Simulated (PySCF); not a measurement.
## Isomerisation enthalpies of C6H6O2

**What was measured.**

CRC Handbook of Chemistry and Physics lists, for the gas at 298.15 K: enthalpy of formation of `Oc1cccc(O)c1` (resorcinol) -274.7 kJ/mol; enthalpy of formation of `Oc1ccccc1O` (pyrocatechol) -267.5 kJ/mol; enthalpy of formation of `Oc1ccc(O)cc1` (hydroquinone) -265.3 kJ/mol.

How close the calculation comes is told at the end.

Differences of these values give the isomerisation enthalpies. Geometries: PBE0-D3(BJ)/def2-SVP; runs in PySCF, gas phase, with a dispersion term only where the level names one. Total electronic energies (Eh):

| SMILES | PBE0-D3(BJ)/def2-SVP |
| --- | --- |
| Oc1cccc(O)c1 | -381.99823 |
| Oc1ccccc1O | -381.99877 |
| Oc1ccc(O)cc1 | -381.99456 |

Geometry of `Oc1cccc(O)c1` (Å):
```
atom  x, y, z in Å
O1    -2.2656   -1.1495   -0.0882
C2    -1.1903   -0.3423    0.0190
C3    -1.3090    1.0505    0.1124
C4    -0.1575    1.8242    0.2208
C5     1.1045    1.2380    0.2364
C6     1.2124   -0.1556    0.1412
O7     2.4049   -0.7862    0.1468
C8     0.0675   -0.9453    0.0340
H9    -3.0637   -0.6113   -0.0833
H10   -2.2967    1.5198    0.0997
H11   -0.2456    2.9109    0.2937
H12    2.0041    1.8541    0.3206
H13    3.1057   -0.1312    0.2293
H14    0.1552   -2.0297   -0.0381
```

Geometry of `Oc1ccccc1O` (Å):
```
atom  x, y, z in Å
O1     1.4785   -1.4197    0.4622
C2     0.3727   -0.6663    0.3123
C3    -0.8932   -1.2430    0.3126
C4    -2.0295   -0.4461    0.1574
C5    -1.9059    0.9312    0.0011
C6    -0.6373    1.5183   -0.0018
C7     0.4931    0.7261    0.1518
O8     1.7723    1.1915    0.1620
H9     2.2397   -0.8245    0.4262
H10   -0.9674   -2.3251    0.4363
H11   -3.0172   -0.9118    0.1596
H12   -2.7914    1.5581   -0.1194
H13   -0.5249    2.6000   -0.1241
H14    1.7786    2.1462    0.0443
```

Geometry of `Oc1ccc(O)cc1` (Å):
```
atom  x, y, z in Å
O1    -2.705    0.591    0.107
C2    -1.390    0.271    0.053
C3    -0.931   -1.035   -0.141
C4     0.432   -1.310   -0.189
C5     1.366   -0.282   -0.043
O6     2.681   -0.601   -0.097
C7     0.907    1.024    0.151
C8    -0.456    1.299    0.199
H9    -3.228   -0.209   -0.007
H10   -1.651   -1.852   -0.257
H11    0.792   -2.330   -0.341
H12    3.203    0.199    0.018
H13    1.626    1.841    0.267
H14   -0.816    2.319    0.351
```

Zero-point and thermal terms are left out, so the computed numbers are electronic energies.

## Comparison

Relative to `Oc1cccc(O)c1`, the lowest by measurement, in kJ/mol (measured: enthalpies at 298.15 K; computed: electronic energies):

```json
{"SMILES": "Oc1cccc(O)c1", "measured": "0.0", "PBE0-D3(BJ)/def2-SVP": "0.0"}
{"SMILES": "Oc1ccccc1O", "measured": "7.2", "PBE0-D3(BJ)/def2-SVP": "-1.4"}
{"SMILES": "Oc1ccc(O)cc1", "measured": "9.4", "PBE0-D3(BJ)/def2-SVP": "9.6"}
```

Measured values: -274.7 kJ/mol (298.15 K; CRC Handbook of Chemistry and Physics) for the first row; the others come from the same table. Mean unsigned miss over the other isomers: PBE0-D3(BJ)/def2-SVP 4.4 kJ/mol. PBE0-D3(BJ)/def2-SVP puts another isomer lowest. One conformer stands for `Oc1cccc(O)c1` and `Oc1ccccc1O`, not necessarily the lowest, while the measurement averages over conformers. Where a level misses, the cause wasn't examined.
